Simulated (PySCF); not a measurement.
From computed data to an observable: entropy of an ideal gas

SbF3, SMILES [F][Sb]([F])[F].

Geometry optimised at PBE0-D3(BJ)/def2-SVP. The isomer is the one that the SMILES or the coordinates give; other isomers of the formula were not compared. The def2 effective core potentials stand for the cores of Sb; spin–orbit coupling is left out.

PBE0-D3(BJ)/def2-SVP in PySCF gives the harmonic wavenumbers 192, 192, 240, 657, 657, 669 cm⁻¹ and the rotational temperatures 0.2105, 0.2105, 0.1597 K. The molar mass is 178.76 g/mol, the symmetry number 3, the spin multiplicity 1.

Work out the entropy at 298.15 K and 1 atm in the rigid-rotor, harmonic-oscillator model.


Translation (Sackur–Tetrode at 1 atm): S = R[1.5 ln M + 2.5 ln T − 1.16487] = 173.4 J/(mol K).
Rotation: q = (√π/σ) T^1.5/√(θA θB θC) = 36200, S = R[ln q + 3/2] = 99.7 J/(mol K).
Vibration: with u = 1.4388 ν/T, each mode gives R[u/(e^u − 1) − ln(1 − e^−u)]:
| ν (cm⁻¹) | modes | u | S (J/(mol K)) |
|---|---|---|---|
| 192 | 2 | 0.93 | 18.48 |
| 240 | 1 | 1.16 | 7.54 |
| 657 | 2 | 3.17 | 3.02 |
| 669 | 1 | 3.23 | 1.44 |
These are all the modes. Sum 30.5 J/(mol K).
Spin: R ln 1 = 0.0 J/(mol K).
Total 303.7 J/(mol K); the program's own thermochemistry gives 303.7. Translation makes up 57 % and vibration 10 %. Anharmonicity, hindered rotation and orbital degeneracy are left out.
